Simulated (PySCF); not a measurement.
Species: C5H3F3OS.
Atom-mapped SMILES: `[F:1][C:2]([F:3])([F:4])[S:5][c:6]1[cH:7][cH:8][cH:9][o:10]1`

Cartesian coordinates in Å at the GFN2-xTB level; atoms count from 1:
```xyz
13
C5H3F3OS angstrom
F      2.0922   -0.4068    1.2778
C      2.4356    0.0126    0.0581
F      2.2938    1.3377    0.0519
F      3.7190   -0.2639   -0.1222
S      1.4122   -0.7923   -1.2405
C     -0.1519   -0.3233   -0.5993
C     -0.9232   -0.8916    0.3750
C     -2.0772   -0.0820    0.4592
C     -1.9180    0.9002   -0.4735
O     -0.7561    0.7616   -1.1197
H     -0.6829   -1.7597    0.9521
H     -2.9067   -0.2162    1.1217
H     -2.5412    1.7243   -0.7584
```

NICS = −σ at a ghost point: NICS(0) at the centroid of the ring atoms, NICS(1) 1 Å to either side along the normal of their mean plane, zz for the tensor component along that normal. Level: GIAO PBE0/pcSseg-1 (PySCF, non-relativistic, gas phase) on the GFN2-xTB geometry, one conformer.

Ring bond lengths (Å), with Mayer bond orders in brackets: C6–C7 1.366 (1.50), C7–C8 1.412 (1.29), C8–C9 1.364 (1.57), C9–O10 1.337 (1.12), O10–C6 1.346 (1.04).

Give the NICS values of each ring in ppm.

| ring | type | NICS(0) | NICS(1), two faces | NICS(1)zz, two faces | rms pucker (Å) | centre to ring atoms, mean (Å) |
| --- | --- | --- | --- | --- | --- | --- |
| C6–C7–C8–C9–O10 | 5-membered ring with O; formal bonds all aromatic | -11.8 | -10.3 / -10.4 | -27.2 / -26.2 | 0.00 | 1.16 |

What do they say, and how far can they be read as aromaticity?

- C6–C7–C8–C9–O10: mean NICS(1)zz -26.7 ppm, shielded, aromatic by this magnetic criterion (flat ring, no four-coordinate atom).

And the bond-length index? HOMA = 1 − mean of α(R − Ropt)² over the ring bonds, with Krygowski's 1993 parameters (CC: Ropt 1.388 Å, α 257.7 Å⁻²; CO: Ropt 1.265 Å, α 157.38 Å⁻²).

- C6–C7–C8–C9–O10: HOMA 0.55; the largest term is that of O10–C6, α(R − Ropt)² = 1.04.

At the first NICS(1) probe listed for ring C6–C7–C8–C9–O10, 1 Å off the ring, how large is the induced field along the normal in 1 T applied along it?

NICSzz × B0 = -27.2 ppm × 1 T = -27 μT, against the applied field.

Give the inner angles of the rings and the Hirshfeld charges of the ring atoms.

- C6–C7–C8–C9–O10: C6 110.9° (+0.015 e), C7 105.4° (-0.075 e), C8 106.1° (-0.081 e), C9 110.9° (+0.023 e), O10 106.7° (-0.059 e); sum 540.0° against 540° for a flat convex ring.

What are the shieldings of the ring atoms and their hydrogens in the same run (means over atoms taken as equivalent)?

```tsv
atoms	environment	σ isotropic (ppm)	principal values of the symmetric part, first atom (ppm)
C6	substituted aromatic carbon	44.0	-22.2, 68.8, 85.2
C7	aromatic CH carbon	54.8	-37.4, 49.2, 152.8
C8	aromatic CH carbon	67.1	-17.8, 58.1, 161.1
C9	aromatic CH next to a ring oxygen	34.1	-43.8, 37.1, 109.1
O10	furan-type oxygen	10.8	-126.0, -71.6, 230.0
H11	aromatic hydrogen	24.38	22.0, 23.1, 28.0
H12	aromatic hydrogen	24.86	22.8, 25.4, 26.4
H13	aromatic hydrogen	23.95	20.9, 24.8, 26.1
```
